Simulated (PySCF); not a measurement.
Calcium monoxide, CaO.
Atom-mapped SMILES: `[O:1]=[Ca:2]`

Geometry (PBE0-D3(BJ)/def2-SVP, Å), atoms numbered from 1 in this order:
```
atom  x, y, z in Å
O1     0.9043   -0.0027   -0.0094
Ca2   -0.8988    0.0052   -0.0189
```

Level of theory: core-valence-separated Tamm–Dancoff BHandHLYP/aug-pcX-1 (def2-SVPD on Ca) in PySCF, non-relativistic, gas phase, PBE0-D3(BJ)/def2-SVP geometry. Absolute energies from this functional tend to lie a few eV below measured edges; no shift was applied.

Task: List the oxygen K-edge absorption lines.

Result: 
| E (eV) | f | core hole on | main final orbital | polarisation |
| --- | --- | --- | --- | --- |
| 526.29 | 0.0075 | O1 | LUMO (95 %) | along the axis |
| 528.37 | 0.0065 | O1 | LUMO+3 (89 %) | along the axis |
| 528.49 | 0.0046 | O1 | LUMO+1/LUMO+2 (2 roots, f summed) | across the axis |
| 529.52 | 0.0545 | O1 | LUMO+7/LUMO+8 (2 roots, f summed) | across the axis |

The first line with a tenth or more of the strongest one's intensity is at 526.29 eV (f = 0.007), with the hole on O1 (oxygen bonded to Ca), polarised along the axis. The strongest listed is at 529.52 eV (f = 0.055, sum of 2; O1, 1s→π*).

Roots within 0.03 eV whose holes lie on the same, on equivalent or on shared atoms are summed into one line, and the highest roots are left out, as the search may have cut off their partners. Final orbitals are the ground state's empty Kohn–Sham orbitals.

The list ends where the root search ended, not at a threshold.
